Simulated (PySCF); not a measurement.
Species: C₆H₅O₂ (charge -1).
Numbering: `[O:1]=[C:2]([O-:3])[C:4]#[C:5][CH:6]1[CH2:7][CH2:8]1`

Definitions: NICS(0) = −σiso at the ring centroid; NICS(1) = −σiso and NICS(1)zz = −σzz at ±1 Å along the ring normal z. Level: GIAO PBE0/pcSseg-1 (PySCF, non-relativistic, gas phase) on the GFN2-xTB geometry, one conformer.

Ring bond lengths (Å), with Mayer bond orders in brackets: C6–C7 1.507 (0.93), C7–C8 1.497 (0.99), C8–C6 1.507 (0.93).

**Question.** Give the NICS values of each ring in ppm.

**Answer.** 
```csv
ring,type,NICS(0),"NICS(1), two faces","NICS(1)zz, two faces",rms pucker (Å),"centre to ring atoms, mean (Å)"
C6–C7–C8,3-membered carbocycle; formal bonds all single,-43.5,-8.2 / -9.2,-21.6 / -24.3,0.00,0.87
```

**Question.** What can be read from them?

**Answer.** 
- C6–C7–C8: mean NICS(1)zz -23.0 ppm, shielded. C6, C7, C8 have four or more neighbours; no verdict on aromaticity is drawn. NICS(0) lies 35 ppm below the mean NICS(1).

**Question.** Give the inner angles of the rings and the Hirshfeld charges of the ring atoms.

**Answer.** 
- C6–C7–C8: C6 59.6° (-0.035 e), C7 60.2° (-0.096 e), C8 60.2° (-0.096 e); sum 180.0° against 180° for a flat convex ring.

**Question.** What are the shieldings of the ring atoms and their hydrogens in the same run (means over atoms taken as equivalent)?

**Answer.** 
```csv
atoms,environment,σ isotropic (ppm),"principal values of the symmetric part, first atom (ppm)"
C6,propargylic carbon,182.1,"152.6, 167.4, 226.4"
C7 (×2),three-membered-ring carbon,176.8,"144.7, 174.0, 211.7"
H on C6,methine hydrogen,30.38,"22.4, 28.5, 40.3"
H on C7 (×2),methylene hydrogen,31.42,"25.9, 28.8, 39.6"
H on C7 (×2),methylene hydrogen,31.57,"25.9, 27.5, 41.3"
```
